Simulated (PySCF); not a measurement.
Cd(Me)(SiH3) (CH6CdSi), SMILES [CH3][Cd][SiH3]. Atoms are numbered in the order given.

```xyz
9

Cd     0.0000     0.0000    -0.3280
C      0.0000     0.0000    -2.4752
H     -0.8314    -0.6104    -2.8614
H      0.9443    -0.4148    -2.8614
H     -0.1129     1.0252    -2.8614
Si     0.0000     0.0000     2.2055
H      1.3524    -0.3135     2.7677
H     -0.9477    -1.0145     2.7677
H     -0.4047     1.3279     2.7677
```
Charge 0, spin multiplicity 1.

The structure is a stationary point at B3LYP-D3(BJ)/def2-SVP. The structure was generated by enumeration; whether it is a known compound was not checked. The def2 effective core potentials stand for the cores of Cd; spin–orbit coupling is left out.

Calculation: C-PCM-PBE0/def2-SVP (PySCF).

The values are the electrostatic part of the solvation free energy, E(continuum) − E(gas) at the gas-phase geometry, in a cavity of scaled van der Waals radii (PySCF's table); cavitation and dispersion terms are not included. A continuum can't describe solvent molecules that bind to the metal. In vacuum the orbital gap is 5.99 eV. The dipole moment in vacuum is 1.00 D.

Computed values in water (ε = 78.36), dimethylsulfoxide (ε = 46.83), chlorobenzene (ε = 5.70):
```csv
solvent,ε,ΔG(elec) (kcal/mol),dipole (D),gap (eV)
water,78.36,-5.8,1.45,6.33
dimethylsulfoxide,46.83,-5.7,1.44,6.33
chlorobenzene,5.70,-4.6,1.35,6.26
```
